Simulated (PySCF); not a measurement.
C2H9FOSi2, SMILES O(C[SiH2]C)[SiH2]F. Coordinates come from a r2SCAN-D4/def2-SVP optimisation. The structure was generated by enumeration, and PubChem lists no compound with its InChIKey, so it may never have been made. The values are those of a single conformer.

### Question
Give the equilibrium geometry at r2SCAN-D4/def2-SVP (PySCF confirms it by a frequency run) as a Z-matrix. (Estimate from the structure and the level; the computed values follow.)

### Answer
One answer among several that fit: 
```
C
H 1 1.1079
H 1 1.1085 2 106.69
O 1 1.4348 2 110.34 3 -120.50
Si 4 1.6504 1 123.24 2 63.07
F 5 1.6246 4 109.99 1 -66.54
H 5 1.4797 6 108.86 4 116.50
H 5 1.4883 7 114.18 4 122.83
Si 1 1.9009 2 110.34 3 120.86
H 9 1.4949 1 108.42 2 -174.33
H 9 1.4979 10 108.60 1 -117.18
C 9 1.8736 10 110.86 11 -123.14
H 12 1.1010 9 111.92 10 55.29
H 12 1.1014 13 108.35 9 120.63
H 12 1.1017 13 108.08 14 116.77
```
Charge 0, spin multiplicity 1.
